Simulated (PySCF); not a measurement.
Orbital picture of SbS

PBE0 at R = 2.214 Å; basis Sb cc-pVTZ-PP with ECP28, S cc-pV(T+d)Z; scalar-relativistic core potentials; PySCF 2.14. State: ²Π (doublet), unpaired electrons π ↑. Only the outer orbitals are listed, counted within each symmetry, core potentials removing the inner ones.

| spin | orbital | occ. | ε (eV) | on Sb (%) | main shells (%) |
| --- | --- | --- | --- | --- | --- |
| α | 7σ | 1 | -19.78 | 24 | 73 S s, 19 Sb s |
| α | 8σ | 1 | -14.46 | 71 | 69 Sb s, 20 S s, 9 S p |
| α | 9σ | 1 | -8.78 | 45 | 52 S p, 36 Sb p, 8 Sb s |
| α | 4π | 1 | -8.46 | 34 | 65 S p, 33 Sb p |
| α | 4π | 1 | -8.13 | 35 | 64 S p, 32 Sb p |
| α | 5π | 1 | -5.52 | 68 | 66 Sb p, 31 S p |
| α | 5π | 0 | -3.74 | 69 | 67 Sb p, 31 S p |
| α | 10σ | 0 | -0.20 | 83 | 74 Sb p, 24 S p |
| α | 11σ | 0 | 2.11 | 105 | 102 Sb s |
| β | 7σ | 1 | -19.56 | 23 | 74 S s, 17 Sb s |
| β | 8σ | 1 | -13.77 | 69 | 68 Sb s, 19 S s, 11 S p |
| β | 9σ | 1 | -8.55 | 47 | 51 S p, 35 Sb p, 11 Sb s |
| β | 4π | 1 | -8.11 | 28 | 71 S p, 26 Sb p |
| β | 4π | 1 | -7.60 | 26 | 73 S p, 23 Sb p |
| β | 5π | 0 | -3.46 | 75 | 73 Sb p, 25 S p |
| β | 5π | 0 | -2.75 | 77 | 76 Sb p, 22 S p |
| β | 10σ | 0 | 0.05 | 85 | 76 Sb p, 23 S p |

Question: Which are the highest filled and the lowest empty level, where do they sit, and how wide is the gap?

Answer: Highest filled α 5π at -5.52 eV (in %: 66 Sb p, 31 S p); lowest empty α 5π at -3.74 eV (in %: 67 Sb p, 31 S p); the gap at PBE0 is 1.78 eV. Both belong to one degenerate shell, split only by its one-sided filling, so this is no excitation gap.

```
bond order (Mayer)                              : 2.24
⟨S²⟩                                            : 0.759
charge on Sb (Mulliken, basis-dependent)        : 0.29
charge on Sb (Löwdin, basis-dependent)          : 0.11
dipole moment (positive dipole means Sb(−)S(+)) : -2.41 D
polarisability along the bond                   : 82.9 bohr³
polarisability across the bond                  : 41.6 bohr³
```

Shares are Mulliken populations and can fall outside 0 to 100 %.

Spin–orbit coupling is left out. The state was picked by a PBE0 search and need not be the measured ground state.
